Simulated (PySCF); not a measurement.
Working out the ionisation energy of Pt

Pt [Xe] 4f14 5d9 6s1 (3D) → Pt⁺ [Xe] 4f14 5d9 (2D). All numbers are calculated (PySCF 2.14, a scalar-relativistic core potential, in def2-SVP with the def2 core potential (60 electrons) (6s3p2d1f, 32 functions)). Frozen: 5s2 5p6. Energies in hartree (1 hartree = 27.21139 eV):

```csv
part,Pt (lower),Pt⁺ (upper)
UHF,-118.393521,-118.114988
MP2 opposite-spin,-0.127910,-0.104068
MP2 same-spin,-0.073214,-0.056966
```

**Question.** What does Hartree-Fock give?

**Answer.** (-118.114988) − (-118.393521) = 0.278533 hartree = 7.579 eV.

**Question.** What do MP2 and SCS-MP2 (6/5 opposite-spin, 1/3 same-spin) give?

**Answer.** The opposite-spin parts differ by 0.649 eV and the same-spin parts by 0.442 eV. MP2: 7.579 + (0.649) + (0.442) = 8.670 eV. SCS-MP2: 7.579 + 1.2 × (0.649) + (0.442)/3 = 8.505 eV.

Reference: 8.959 eV (measured; NIST Atomic Spectra Database, ionization energies), between the lowest levels; spin-orbit coupling is absent from the calculation.

A double-zeta basis recovers only part of the correlation energy.

What remains against the reference includes basis incompleteness, the frozen core and correlation beyond second order.
